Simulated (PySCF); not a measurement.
Compound: 2-(methylthio)pyridine, C6H7NS.
Z-matrix (Å and degrees, PBE0-D3(BJ)/def2-SVP geometry), rows numbered from 1:
```
C 
S   1  1.7992
C   2  1.7613  1  100.95
C   3  1.4070  2  117.89  1  -179.92
C   4  1.3853  3  118.05  2   179.97
C   5  1.3982  4  119.32  3     0.01
C   6  1.3900  5  117.76  4     0.01
N   3  1.3266  2  119.16  1     0.08
H   1  1.0983  2  105.90  3   179.99
H   1  1.0976  2  110.78  3    60.55
H   1  1.0976  2  110.79  3   -60.57
H   4  1.0920  3  120.43  2    -0.02
H   5  1.0928  4  120.07  3  -179.99
H   6  1.0912  5  121.53  4   180.00
H   7  1.0960  6  120.37  5   179.99
```

Method used: PySCF, PBE0-D3(BJ)/def2-SVP geometry optimisation, gas phase.

Masses are those of the commonest isotopes; rigid-rotor values at the optimised geometry. The values belong to one conformer with, in the numbering `[CH3:1][S:2][c:3]1[cH:4][cH:5][cH:6][cH:7][n:8]1`, C1–S2–C3–C4 180°.

Q: What are A, B and C (GHz)?

A: Ia = 117.39, Ib = 408.40, Ic = 522.58 u·Å²; 505379 MHz·u·Å²/I gives 4305, 1237 and 967.1 MHz, that is A = 4.3050, B = 1.2375, C = 0.9671 GHz.

Q: Classify the top.

A: An asymmetric top; Ray's κ = -0.838.

Q: What does the inertial defect say?

A: Not planar: Δ = Ic − Ia − Ib = -3.22 u·Å². For a rigid frame Δ = −2 Σ m c², so Σ m c² = 1.61 u·Å² lies off the ab plane, practically all of it from hydrogen. The atom farthest from that plane is 0.90 Å away.

Q: Give the other two planar moments, Paa and Pbb, and the rms extents of the mass along the axes.

A: Paa = Σ m a² = (Ib + Ic − Ia)/2 = 406.79 and Pbb = Σ m b² = (Ia + Ic − Ib)/2 = 115.78 u·Å². With the mass M = 125.03 u, the rms extents √(P/M) along a, b and c are 1.80, 0.96, 0.11 Å.

Q: Give the coordinates in the principal-axis frame, origin at the centre of mass.

A: The sense of each axis is arbitrary; atoms in the order of the calculation.
| atom | mass (u) | a (Å) | b (Å) | c (Å) |
| --- | --- | --- | --- | --- |
| C1 | 12.000 | 2.559 | -0.994 | -0.001 |
| S2 | 31.972 | 1.812 | 0.643 | 0.000 |
| C3 | 12.000 | 0.100 | 0.230 | 0.000 |
| C4 | 12.000 | -0.832 | 1.284 | 0.000 |
| C5 | 12.000 | -2.179 | 0.962 | -0.001 |
| C6 | 12.000 | -2.562 | -0.382 | 0.000 |
| C7 | 12.000 | -1.557 | -1.342 | 0.000 |
| N8 | 14.003 | -0.256 | -1.048 | 0.001 |
| H9 | 1.008 | 3.645 | -0.829 | -0.002 |
| H10 | 1.008 | 2.261 | -1.557 | -0.895 |
| H11 | 1.008 | 2.262 | -1.558 | 0.892 |
| H12 | 1.008 | -0.493 | 2.322 | 0.000 |
| H13 | 1.008 | -2.931 | 1.755 | -0.001 |
| H14 | 1.008 | -3.613 | -0.677 | -0.001 |
| H15 | 1.008 | -1.808 | -2.409 | 0.001 |

Q: Which lines would a microwave search look for?

A: The dipole components are |μa| = 1.13 D, |μb| = 0.01 D, |μc| = 0.00 D; the mirror of this Cs structure is the ab plane, so μc vanishes by symmetry and there are no c-type lines. The squared components, which scale the intensities, stand as 1.00 : 0.00 (a : b). Some lines, for components of 0.1 D or more:

```csv
type,branch,"J(Ka,Kc)",MHz,lower level (cm⁻¹)
a,Q,"2(1,1) ← 2(1,2)",811,0.314
a,Q,"3(1,2) ← 3(1,3)",1621,0.521
a,R,"1(0,1) ← 0(0,0)",2205,0.000
a,R,"2(1,2) ← 1(1,1)",4139,0.176
a,R,"2(0,2) ← 1(0,1)",4392,0.074
a,R,"2(1,1) ← 1(1,0)",4679,0.185
a,R,"3(1,3) ← 2(1,2)",6198,0.314
a,R,"3(0,3) ← 2(0,2)",6546,0.220
a,R,"3(2,2) ← 2(2,1)",6614,0.648
a,R,"3(2,1) ← 2(2,0)",6682,0.649
a,R,"3(1,2) ← 2(1,1)",7008,0.341
```

Q: Estimate the classical rotational partition function at 10 K, 100 K and 298.15 K.

A: Point group Cs, symmetry number σ = 1; q = (√π/σ)·√((kT/h)³/(ABC)), k/h = 20836.6 MHz/K: 2350 at 10 K, 74300 at 100 K, 382000 at 298.15 K.

Stationary, but not proved a minimum. Constants of a rigid frame at the computed geometry: no zero-point averaging, no centrifugal distortion. A rigid rotor knows nothing of internal rotation, which can split or shift real lines. Quadrupole hyperfine structure (14N) is left out.
